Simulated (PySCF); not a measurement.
C3H9Ge, SMILES [CH3][Ge]([CH3])[CH3], multiplicity 2. Geometry: PBE-D3(BJ)/def2-SVP. The isomer is the one that the SMILES or the coordinates give; other isomers of the formula were not compared.

Question: Give the equilibrium geometry at PBE-D3(BJ)/def2-SVP (PySCF confirms it by a frequency run) as a Z-matrix, and its point group. (Estimate from the structure and the level; the computed values follow.)

Answer: point group C3v.
```
Ge
C 1 1.9857
H 2 1.1074 1 110.90
H 2 1.1074 3 108.71 1 122.18
H 2 1.1112 3 108.54 4 117.88
C 1 1.9857 2 109.02 3 -60.09
H 6 1.1074 1 110.90 2 60.09
H 6 1.1074 7 108.71 1 -122.18
H 6 1.1112 7 108.54 8 -117.88
C 1 1.9857 2 109.02 3 -179.02
H 10 1.1074 1 110.90 2 -60.09
H 10 1.1074 11 108.71 1 122.18
H 10 1.1112 11 108.54 12 117.88
```
Charge 0, spin multiplicity 2.
